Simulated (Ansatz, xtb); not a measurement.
C7H4N2O: which of two isomers lies lower

We compare I, `N#Cc1ccc(C=O)nc1`, a singlet, with II, `N#Cc1ccnc(C=O)c1`, a singlet. Both are isolated molecules in the gas phase, relaxed with B3LYP/def2-SVP; the shapes shown needn't be the lowest conformers.

I (Å):

```csv
atom,x (Å),y (Å),z (Å)
C,-1.9268,-1.1451,-0.8247
C,-0.7442,-0.4420,-0.4189
C,0.3190,-0.2244,-1.3148
C,1.4376,0.4639,-0.8593
C,1.4534,0.9085,0.4709
C,2.6376,1.6542,1.0075
C,-0.6257,0.0486,0.9001
N,-2.8856,-1.7137,-1.1487
N,0.4447,0.7048,1.3285
O,3.6183,1.9106,0.3524
H,0.2565,-0.5919,-2.3411
H,2.2984,0.6682,-1.4987
H,2.5258,1.9516,2.0787
H,-1.4406,-0.1091,1.6147
```

II (Å):

```yaml
atoms:
  - { symbol: C, position_ang: [-0.5216, -1.4046, -1.8619] }
  - { symbol: C, position_ang: [-0.1309, -0.5650, -0.7613] }
  - { symbol: C, position_ang: [-0.8774, -0.5525, 0.4306] }
  - { symbol: C, position_ang: [-0.4577, 0.2803, 1.4725] }
  - { symbol: C, position_ang: [1.3252, 1.0516, 0.2582] }
  - { symbol: C, position_ang: [2.5253, 1.9492, 0.2123] }
  - { symbol: C, position_ang: [0.9997, 0.2587, -0.8495] }
  - { symbol: N, position_ang: [-0.8404, -2.0834, -2.7471] }
  - { symbol: N, position_ang: [0.6164, 1.0651, 1.3935] }
  - { symbol: O, position_ang: [3.2562, 2.0404, -0.7433] }
  - { symbol: H, position_ang: [-1.7644, -1.1789, 0.5395] }
  - { symbol: H, position_ang: [-1.0221, 0.3080, 2.4111] }
  - { symbol: H, position_ang: [2.6789, 2.5296, 1.1547] }
  - { symbol: H, position_ang: [1.6239, 0.2990, -1.7436] }
```

**Question.** Estimate E(II) − E(I) at the level CCSD(T)/def2-SVP + ΔMP2/def2-TZVPP.

**Answer.** CCSD(T)/def2-SVP + ΔMP2/def2-TZVPP gives E(II) − E(I) = +0.029 eV, slightly favouring structure I, which is too small a margin to settle the true order.

The same difference at several levels:

```
                             level        geometry  E(II) − E(I) (eV)  departure from the last row (eV)  job, with rough time for the two
                          GFN2-xTB        GFN2-xTB              +0.042                            +0.012              optimisation, 0.18 s
                         HF/STO-3G        GFN2-xTB              +0.017                            −0.012              single point, 0.92 s
                r2SCAN-D4/def2-SVP        GFN2-xTB              +0.052                            +0.022                single point, 10 s
                    B3LYP/def2-SVP  B3LYP/def2-SVP              +0.044                            +0.014                optimisation, 79 s
                       HF/def2-SVP  B3LYP/def2-SVP              +0.058                            +0.029           part of the CCSD(T) run
                      MP2/def2-SVP  B3LYP/def2-SVP              +0.017                            −0.012           part of the CCSD(T) run
                  CCSD(T)/def2-SVP  B3LYP/def2-SVP              +0.031                            +0.002                      single point
CCSD(T)/def2-SVP + ΔMP2/def2-TZVPP  B3LYP/def2-SVP              +0.029                                               single point, 5.9 min
```

As drawn, both hold the same kinds of bond in the same numbers.

The largest departure from CCSD(T)/def2-SVP + ΔMP2/def2-TZVPP is that of HF/def2-SVP, 0.029 eV. The last row adds to CCSD(T) the change of the MP2 difference between the two basis sets, here −0.002 eV.

With thermal terms from frequencies at re-optimised GFN2-xTB minima (ideal gas, soft modes damped towards free rotors, one conformer each, 298.15 K, 1 atm): the zero-point term adds 0.000 eV; ΔH is +0.029 and ΔG +0.026 eV.

The correlated steps freeze 10 core orbitals. Codes used: Ansatz 0.2.0, xtb 6.7.1; the last row on 2 threads of Arm Neoverse V1 on a shared host.
